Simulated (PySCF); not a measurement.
GaBi and its ions

UHF; Ga cc-pVDZ-PP with ECP10, Bi cc-pVDZ-PP with ECP60; scalar-relativistic core potentials (PySCF 2.14). Neutral (UHF): triplet (π ↑↑), Re = 2.915 Å, ωe = 140 cm⁻¹, De = 0.47 eV, HOMO -6.36 eV, LUMO 0.16 eV.

GaBi⁺ (UHF): quartet (σ ↑, π ↑↑), Re = 3.303 Å, ωe = 66.0 cm⁻¹. The energies at the minima are -471.89887 hartree for GaBi and -471.69049 for GaBi⁺.

Question: Work out the adiabatic ionisation energy, without and with harmonic zero-point energies (1 hartree = 27.2114 eV, 1 eV = 8065.5 cm⁻¹), and the change of the bond length.

Answer: At UHF: 0.20838 hartree = 5.670 eV between the minima; the zero-point term (66.0 − 140.0)/2 cm⁻¹ = -0.005 eV makes it 5.666 eV. Re changes by +38.8 pm against the neutral. The electron leaves a σ orbital, and the ion is left as a loose complex of an ion and an atom.

Spin–orbit coupling is left out, which matters for elements this heavy, above all for dissociation energies. Hartree–Fock leaves out correlation, which carries a large part of most bond energies and some tenths to 1 eV of ionisation energies. States were picked by a PBE0 search and need not be the measured ground states.
